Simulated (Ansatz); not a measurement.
C2H2BFO2 can be A, `OB(F)C1=CO1`, or B, `FB1OC=CO1`.

Program: Ansatz. Geometries: PBE0-D4/def2-TZVP. ΔE: electronic, gas phase. CBS: MP2 limit from def2 TZ/QZ plus the TZ coupled-cluster correction, frozen cores. DFT in def2-TZVPP. B3LYP here is the variant with VWN-RPA as its local correlation; programs differ in this. One conformer a species, not always the lowest.

Question: Which isomer does CCSD(T)/CBS put lower? Give the gap. (Best estimate.)

Answer: The calculation gave: B, by 85.3 kcal/mol.

Question: Give E(B) − E(A) in kcal/mol with CCSD/def2-TZVPP, PBE0-D4, CCSD(T)/def2-SVP, B3LYP, HF/def2-TZVPP, B2PLYP, B3LYP-D4. (Estimate.)

Answer: Ansatz gave: CCSD/def2-TZVPP -89.2, PBE0-D4 -86.6, CCSD(T)/def2-SVP -90.5, B3LYP -81.9, HF/def2-TZVPP -94.5, B2PLYP -82.5, B3LYP-D4 -82.6. None reverses the order clearly.

Question: Does the order hold for the free energy at 298.15 K (harmonic terms from PBE0-D4)? (Best estimate.)

Answer: Computed: Yes: G(B) − G(A) = -79.7 kcal/mol, for one conformer each.

Largest T1 diagnostic: 0.022.

From BLYP to BHLYP (50 % exact exchange), in def2-TZVPP and without D4, E(B) − E(A) moves by −16.0 kcal/mol. In def2-TZVPP, CCSD(T) changes the Hartree–Fock value by +8.7 kcal/mol (the triples alone add +3.4 kcal/mol) and MP2 by +7.9 kcal/mol.
